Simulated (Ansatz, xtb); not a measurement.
**Two isomers of C3H4BNO**

We compare a, `Bc1cocn1`, a singlet, with b, `Bc1ncco1`, a singlet. Both are isolated molecules in the gas phase, relaxed with PBE0-D3(BJ)/def2-SVP; the shapes shown needn't be the lowest conformers.

a (Å):

```yaml
atoms:
  - { symbol: C, position_ang: [-0.5947, -0.3338, 0.7797] }
  - { symbol: C, position_ang: [-0.0873, -1.4771, 0.2079] }
  - { symbol: C, position_ang: [0.1468, 0.1422, -1.1618] }
  - { symbol: B, position_ang: [-1.2297, -0.2035, 2.1653] }
  - { symbol: N, position_ang: [-0.4180, 0.6957, -0.1548] }
  - { symbol: O, position_ang: [0.3809, -1.1890, -1.0116] }
  - { symbol: H, position_ang: [-1.3117, -1.1895, 2.8607] }
  - { symbol: H, position_ang: [-1.6413, 0.8583, 2.5599] }
  - { symbol: H, position_ang: [-0.0024, -2.5077, 0.5447] }
  - { symbol: H, position_ang: [0.4601, 0.5848, -2.1064] }
```

b (Å):

```csv
atom,x (Å),y (Å),z (Å)
C,-0.6646,-0.4537,0.9531
C,-0.6025,-0.1606,-1.1632
C,0.6519,-0.5404,-0.7572
B,-1.0522,-0.5702,2.4303
N,-1.4108,-0.1131,-0.0740
O,0.6218,-0.7248,0.5589
H,-0.2235,-0.9002,3.2402
H,-2.1869,-0.3263,2.7455
H,-0.9501,0.0748,-2.1680
H,1.5961,-0.7066,-1.2705
```

Energies in hartree; the thermal terms are from PBE0-D3(BJ)/def2-SVP harmonic frequencies (ideal gas, rigid rotor, one conformer each, 298.15 K, 1 atm) and include the zero-point energy:

|  | a | b |
| --- | --- | --- |
| E, CCSD(T)/def2-SVP | −270.557839 | −270.555922 |
| E, MP2/def2-SVP | −270.491782 | −270.490987 |
| E, MP2/def2-TZVPP | −270.987437 | −270.986935 |
| zero-point energy | 0.070283 | 0.070219 |
| H(298 K) − E | 0.076221 | 0.076116 |
| G(298 K) − E | 0.042187 | 0.042203 |

**Question.** Correct the CCSD(T) difference for the basis set by the MP2 change, then work out ΔE, ΔE₀, ΔH and ΔG for a → b in kcal/mol (1 Eh = 627.51 kcal/mol) and the equilibrium ratio [b]/[a].

**Answer.** 1. Differences b − a: CCSD(T) +0.001917, MP2 in the small set +0.000795, MP2 in the large set +0.000502 Eh.
2. ΔE = +0.001917 + (+0.000502 − (+0.000795)) = +0.001624 Eh = +1.02 kcal/mol.
3. ΔE₀ = ΔE + ΔZPE = +0.001624 + (−0.000064) Eh = +0.98 kcal/mol.
4. ΔH = ΔE + (−0.000105) Eh = +0.95 kcal/mol.
5. ΔG = ΔE + (+0.000016) Eh = +1.03 kcal/mol, so ΔS = (ΔH − ΔG)/T = −1.1 J/(mol K).
6. kT = 0.9442 mEh, so K = [b]/[a] = exp(−ΔG/kT) = exp(−1.74) ≈ 0.18.

Structure a is favoured at this temperature. An error of 1 kcal/mol in ΔG would change K by a factor of 5.4. GFN2-xTB, r2SCAN-D4/def2-SVP gave ΔE the other sign. Mirror images and further conformers aren't counted.

As drawn, both hold the same kinds of bond in the same numbers.

Other levels gave ΔE = −1.4 (GFN2-xTB); −0.4 (HF/STO-3G, GFN2-xTB geometries); −1.1 (r2SCAN-D4/def2-SVP, GFN2-xTB geometries); 0.0 (PBE0-D3(BJ)/def2-SVP); +2.9 (HF/def2-SVP); +0.5 (MP2/def2-SVP); +1.2 (CCSD(T)/def2-SVP) kcal/mol. The correlated steps freeze 6 core orbitals. Programs: Ansatz 0.2.0, xtb 6.7.1.
